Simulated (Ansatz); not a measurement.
`C=C(Cl)[SiH2]S` → `C=CCl` + `[SiH]S`  (silylene formation by 1,1-elimination)

Computed with Ansatz on PBE0-D4/def2-TZVP structures; ΔE is electronic, products minus reactants. CCSD(T)/CBS adds triple-zeta CCSD(T) − MP2 to the extrapolated MP2 energy (def2 sets, frozen cores). This one scheme is used for every species. DFT in def2-TZVPP. One conformer a species, not always the lowest.

`C=C(Cl)[SiH2]S`:

```xyz
10

C    -0.564   -0.848    1.458
C    -0.386    0.253    0.738
Cl   -0.366    1.812    1.500
Si   -0.146    0.248   -1.115
S     1.725    1.085   -1.695
H    -0.706   -0.826    2.533
H    -0.573   -1.814    0.966
H    -0.279   -1.166   -1.550
H    -1.159    1.111   -1.765
H     2.455    0.145   -1.071
```

`C=CCl`:

Cartesian coordinates in Å:
```
C 0.576 0.040 0.460
C -0.389 -0.156 -0.419
Cl -1.761 0.872 -0.567
H 0.564 0.872 1.152
H 1.411 -0.649 0.496
H -0.401 -0.979 -1.122
```

`[SiH]S`:

```xyz
4

Si    0.367   -0.986   -0.344
S    -0.415    0.878    0.278
H     1.717   -0.596    0.248
H    -1.668    0.704   -0.182
```

```json
{"species": "`C=C(Cl)[SiH2]S`", "RPA@PBE/def2-TZVPP energy (Eh)": "-1225.99948"}
{"species": "`C=CCl`", "RPA@PBE/def2-TZVPP energy (Eh)": "-537.81888"}
{"species": "`[SiH]S`", "RPA@PBE/def2-TZVPP energy (Eh)": "-688.12385"}
```

**Question.** Work out ΔE.

**Answer.** ΔE = (-537.81888) + (-688.12385) − (-1225.99948) = 0.05675 Eh = +1.54 eV. CCSD(T)/CBS gives +1.76 eV.

Largest T1 diagnostic among the species: 0.016.

From r2SCAN to r2SCAN0 (25 % exact exchange), in def2-TZVPP and without D4, ΔE moves by +0.05 eV. The D4 term adds +0.21 eV with B3LYP and +0.11 eV with PBE0; it sums over pairs of atoms, weighted by their polarisabilities, and B3LYP, whose exchange is more repulsive, gets the larger term. In def2-TZVPP, CCSD(T) changes the Hartree–Fock value by +0.11 eV (the triples alone add +0.03 eV) and MP2 by +0.32 eV.

B3LYP here is the variant with VWN-RPA as its local correlation; programs differ in this.
